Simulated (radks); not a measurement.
Values are calculated unless marked as measured or tabulated.
Spin polarisation of the 5d3 shell in the tantalum ion Ta2+. Start: [Xe] 4f14 5d(up 1.5, down 1.5); electrons of 5d are moved from spin down to spin up, other shells keep equal spins. Code: a radial shooting solver on a logarithmic mesh with Libxc functionals. Model: scalar-relativistic Kohn-Sham, SCAN, spin-polarised, spherical densities, finite nucleus; meta-GGA in the generalised Kohn-Sham scheme; Fermi nuclear charge, rms radius of each element as measured or else 0.836 A^(1/3) + 0.57 fm.

moment (Bohr magnetons),E - E(0) (eV),e(5d up) (eV),e(5d down) (eV),4f down minus up (eV)
0,0.000,-18.208,-18.208,0.000
0.75,-0.118,-18.506,-17.873,0.092
1.5,-0.477,-18.772,-17.486,0.186
2.25,-1.089,-19.010,-17.018,0.283

At moment 2.25 the spin-polarisation energy is -1.089 eV and the 5d exchange splitting 1.992 eV, that is 0.885 eV per Bohr magneton; E = -I m^2/4 would give I = 0.861 eV.
